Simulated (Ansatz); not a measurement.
Geometry optimisation, RKS CAM-B3LYP-D4/6-31G* (Ansatz 0.2.0).

The input (input.yaml):

```yaml
crystal:
  periodic: [false, false, false]
  atoms:
    - { symbol: Al, position_ang: [0.0, 0.0, 0.0] }
    - { symbol: "N", position_ang: [0.0, 0.0, 2.27] }
    - { symbol: H, position_ang: [-0.877, -0.2713, 2.8] }
    - { symbol: H, position_ang: [0.877, 0.2713, 2.8] }
    - { symbol: O, position_ang: [1.5415, 0.0, -0.89] }
    - { symbol: H, position_ang: [1.8414, -0.9519, -1.0449] }
    - { symbol: O, position_ang: [-1.5415, 0.0, -0.89] }
    - { symbol: H, position_ang: [-2.0512, -0.8467, -0.6815] }
    - { symbol: O, position_ang: [-0.2602, 1.9567, 0.6559] }
    - { symbol: H, position_ang: [-1.1988, 2.262, 0.4419] }
    - { symbol: H, position_ang: [-0.1672, 1.2578, 1.8121] }
basis:
  gaussian: { orbitals: "6-31G*" }
hamiltonian:
  xc: cam_b3lyp
  dispersion: d4
relax:
  f_tol: 0.15
  max_steps: 25
  restrain:
    - { distance: [0, 8], at: 2.98, k: 30.0 }
    - { distance: [10, 1], at: 2.26, k: 30.0 }
    - { distance: [0, 1], at: 1.92, k: 30.0 }
    - { distance: [10, 8], at: 1.01, k: 30.0 }
output:
  orbitals: {}
```

Run as:

```bash
$ ansatz run input.yaml --threads 4 --pin off --max-ram 5120MiB --backend cpu --events-out ev --progress --plain --runs-dir out
```

Task: Where does it end, and by what steps?

Result: The run converged. The restraints hold the end off the free minimum; the threshold counts their pulls, which the force column leaves out. Restrained pairs: Al1–O9 (2.08 → 2.96 Å), N2–H11 (1.35 → 2.26 Å), Al1–N2 (2.27 → 1.87 Å), O9–H11 (1.35 → 0.99 Å). After 12 steps the energy has fallen by 1.216 eV (the restraints' own energy left out); H11 moved furthest, 0.85 Å.

```csv
step,energy less start (eV),largest force component (eV/Å),accepted
0,0.0000,4.051,yes
1,0.3319,3.481,yes
2,0.1814,3.081,yes
3,-0.2973,2.514,yes
4,-0.7846,1.318,yes
5,-0.8768,1.919,yes
6,-1.0404,1.680,yes
7,-1.1226,1.595,yes
8,-1.1761,1.551,yes
9,-1.0828,2.833,no
10,-1.1863,1.482,yes
11,-1.2025,1.448,yes
12,-1.2164,1.495,yes
```

```xyz
11
Properties=species:S:1:pos:R:3
Al 0.096 -0.340 0.209
N -0.053 -0.131 2.065
H -0.872 -0.464 2.558
H 0.772 -0.314 2.624
O 1.668 -0.426 -0.428
H 1.793 -0.530 -1.379
O -1.263 -0.645 -0.774
H -2.141 -0.792 -0.403
O -0.319 2.556 0.689
H -1.268 2.710 0.576
H -0.250 2.053 1.538
```

Time of the run: 20 s on 4 threads of Arm Neoverse V2, with other jobs on the host, peak memory 0.22 GiB.
